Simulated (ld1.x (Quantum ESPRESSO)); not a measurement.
## Transferability test, TM potential for calcium (Ca)

calcium (Ca), norm-conserving Troullier–Martins (Kleinman–Bylander form), made with ld1.x (Quantum ESPRESSO) 7.5 (PW91, scalar-relativistic). Core [Ne], reference 3s2 3p6 3d0 4s2 4p0. Waves: 3s (bound): rc 1.60 bohr; 3p (bound): rc 1.05 bohr; 3d (bound, empty): rc 1.50 bohr. Local part: the d channel. Core correction: none.

Occupied shells without a wave of their own: 4s. They enter only through the test configuration that unscreens the potential.

Energies are relative to the spin-unpolarised reference configuration 3s2 3p6 3d0 4s2 4p0; without spin polarisation the order of configurations can differ from experiment.

| valence configuration | charge | ΔE all-electron (eV) | error AE − PS (meV) |
| --- | --- | --- | --- |
| 3s2 3p6 3d0 4s1 4p0 | +1 | 6.340 | -301 |
| 3s2 3p6 3d0 4s0 4p0 | +2 | 18.201 | -883 |
| 3s2 3p6 3d0 4s1.5 4p0 | +0.5 | 2.520 | -126 |
| 3s2 3p6 3d1 4s0 4p0 | +1 | 7.666 | -409 |
| 3s2 3p6 3d0 4s0 4p1 | +1 | 9.382 | -679 |
| 3s2 3p6 3d1 4s1 4p0 | 0 | 2.265 | -137 |
| 3s2 3p6 3d0 4s0 4p2 | 0 | 4.962 | -531 |

Levels in the configuration 3s2 3p6 3d0 4s1.5 4p0:

```tsv
level	all-electron (eV)	pseudo (eV)
3s	-50.400	-50.511
3p	-31.330	-31.437
4s	-6.315	-6.612
```

ld1.x printed “convergence not achieved” for 7 of the counted tests; their residual had stalled under 1e-8, short of the target of 1e-14. The 4s level has no wave, so the channel is fitted at the deeper level alone: the likely source of the large errors.
